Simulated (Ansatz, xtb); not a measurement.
## A geometry optimisation of ClF2H2Si2 with r2SCAN-D4/def2-SVP

The starting geometry of this gas-phase doublet has its atoms placed at random.

```xyz
7

Cl   -1.2900   -1.5401   -1.1183
F     1.7485   -0.8640   -0.0404
F    -1.9638    0.3101    0.6444
Si   -0.5685    0.1451   -1.1860
Si    0.5210    0.7375    0.3167
H     1.6619   -0.0008    0.4094
H     1.1381   -1.4555   -0.3128
```

Guess where an optimisation with r2SCAN-D4/def2-SVP ends from this start.

It loosens into ClFHSi2 + FH, which stay close as a complex. Distances that change by over a tenth: Cl1–Si4 (1.83 → 2.09 Å), F2–Si5 (2.05 → 4.01 Å), Si4–Si5 (1.95 → 2.26 Å), Si5–H6 (1.36 → 1.53 Å). Contacts that open: F2–H6 (0.98 → 2.53 Å). Contacts that close: F3–Si4 (2.31 → 1.62 Å).

The energy falls by 11.23 eV over 19 steps:

```tsv
step	E − E(last) (eV)
1	11.230
3	3.856
5	1.461
7	0.947
9	0.644
11	0.207
13	0.040
15	0.001
17	0.000
19	0.000
```

Final geometry (Å):

```xyz
7

Cl   -0.9633   -1.7519   -0.6651
F     2.2682   -1.7853   -0.6816
F    -2.5207    0.6793   -0.3940
Si   -0.9778    0.2677   -0.1269
Si    0.6324    1.5778    0.7742
H     1.4498    0.3150    0.4689
H     1.3587   -1.9700   -0.6625
```

From the same start GFN2-xTB reaches the same bonding as this run.

From so rough a start the end depends on the optimiser's path, so another program may land elsewhere. The end wasn't checked by frequencies. Open shells are spin-unrestricted. Run with Ansatz 0.2.0, 2 min on 2 threads of Intel(R) Xeon(R) Platinum 8375C CPU @ 2.90GHz (Ice Lake) (shared host).
